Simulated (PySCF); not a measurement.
## Polarisability and C₆ of Te²⁺ (tellurium, charge +2)

[Kr] 4d10 5s2 5p2, high-spin 3P determinant. Calculation: PySCF 2.14, in ANO-RCC-VTZP; the spin-free X2C one-electron Hamiltonian (Gaussian nucleus). Coupled (time-dependent) response in atomic units; α is the mean over directions. The basis has no added diffuse functions, which lowers α and C₆.

```
   method  mean α (bohr³)         α xx, yy, zz  C₆ (like pair)  S(−4)
      UHF           14.29  15.13, 13.88, 13.88           98.41  46.42
      PBE           13.62  14.12, 13.37, 13.37           93.24  38.72
     PBE0           13.76  14.36, 13.46, 13.46           94.20  40.12
BHandHLYP           13.68  14.29, 13.37, 13.37           93.37  39.98
```

S(−4) is the Cauchy moment in α(ω) = α(0) + S(−4) ω² + …

Spin-orbit coupling is absent.

α(iu) at PBE0:

```csv
u (hartree),α(iu) (bohr³)
0,13.76
0.0500,13.66
0.100,13.37
0.200,12.35
0.300,11.00
0.500,8.308
0.750,5.847
1.00,4.309
1.50,2.685
2.00,1.889
3.00,1.123
5.00,0.5430
```

A single London oscillator, α(iu) = α/(1 + u²/ω²), gives C₆ = (3/4) ω α². Matching the computed C₆ needs ω = 4 × 94.20 / (3 × 13.76²) = 0.663 hartree.

For an ion, C₆ is the dispersion term alone; charge-induced terms of lower order in 1/R come first.

The components differ because the open shell of this determinant is not spherical; for a pure term their mean is the scalar polarisability.
